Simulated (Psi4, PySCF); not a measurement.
The PySCF input:
```python
from pyscf import gto, scf, mp

mol = gto.M(
    atom='''
C     0.10210539    0.67520826    0.00485216
C     1.34731481    1.04507097    0.01187153
Cl   -0.73486159   -0.75123729   -0.00767688
H     2.19266263    0.35806744    0.01041576
H     1.60346329    2.09129104    0.01974902
''',
    basis='cc-pvdz',
    spin=1,
    verbose=4,
)

mf = scf.UHF(mol)
mf.kernel()

pt = mp.MP2(mf, frozen=7)
pt.kernel()
print('E(MP2) = %.10f' % pt.e_tot)
```

Question: Convert this to an input for Psi4.

Answer: Several could match; the one computed here: 
```
memory 2 GB

molecule {
0 2
C     0.10210539    0.67520826    0.00485216
C     1.34731481    1.04507097    0.01187153
Cl   -0.73486159   -0.75123729   -0.00767688
H     2.19266263    0.35806744    0.01041576
H     1.60346329    2.09129104    0.01974902
}

set {
  basis cc-pvdz
  reference uhf
  freeze_core true
  mp2_type conv
  scf_type pk
  puream true
  d_convergence 1e-8
}

energy('mp2')
print_variables()
```

Both were run: PySCF gave -536.681141 Eh and Psi4 -536.681140 Eh, 0.001 mEh apart.
